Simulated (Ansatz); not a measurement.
# Energy profile

The step: BH₂O₂F ([OH][B]([OH])[F]) + HBr → BH₂BrO₂ ([OH][B]([OH])[Br]) + HF; bonds formed: B1–Br6, F2–H5; bonds broken: B1–F2, H5–Br6 (atoms numbered as in the saddle structure below).

```tsv
atom	x (Å)	y (Å)	z (Å)
B1	0.0349	-0.0179	-0.2718
F2	1.3116	0.5458	0.5330
O3	-0.1742	0.8366	-1.2923
O4	0.0234	-1.3660	-0.3876
H5	0.6591	0.7984	1.3229
Br6	-1.1240	0.5927	1.6451
H7	-0.7103	0.4557	-1.9915
H8	-0.0205	-1.8452	0.4420
```

Electronic energies by CCSD(T) at an estimated basis limit (MP2 extrapolated from triple and quadruple zeta, plus CCSD(T) − MP2 in triple zeta), on PBE0-D4/def2-TZVP structures; BH$_{3}$BrO$_{2}$F, closed shell; no counterpoise correction. Program: Ansatz 0.2.0. Basis: def2-TZVPP and def2-QZVPP. Cores are frozen in the correlated methods. Filled d shells of the heavier atoms are correlated. The def2 sets are not built for correlating such inner shells, so the correlated values are less sure here. Extrapolation: Hartree–Fock as exp(−7.88 √X), correlation as X^−2.97.

Task: Give the profile in eV, counted from the separated reactants. (An estimate is asked for; the value comes from the calculation.)

Result: Computed:
| point | eV |
| --- | --- |
| separated: BH$_{2}$O$_{2}$F (linked as [OH][B]([OH])[F]; B1, F2, O3, O4, H7, H8; singlet) + HBr (H5, Br6; singlet) | 0.000 |
| start structure | -0.171 |
| saddle | 1.501 |
| end structure | 0.333 |
| separated: BH$_{2}$BrO$_{2}$ (linked as [OH][B]([OH])[Br]; B1, O3, O4, Br6, H7, H8; singlet) + HF (F2, H5; singlet) | 0.635 |

No T1 diagnostic of these runs exceeds 0.012.

For scale, one of the runs: CCSD(T)/def2-TZVPP, 214 basis functions, launched by `ansatz run in.yaml --threads 8 --pin off --events-out ev --progress --plain --max-ram 19148MiB`. The run took 93 s on 8 CPU threads of an Arm Neoverse V1 (shared host), with 3.5 GiB of host memory at its peak.
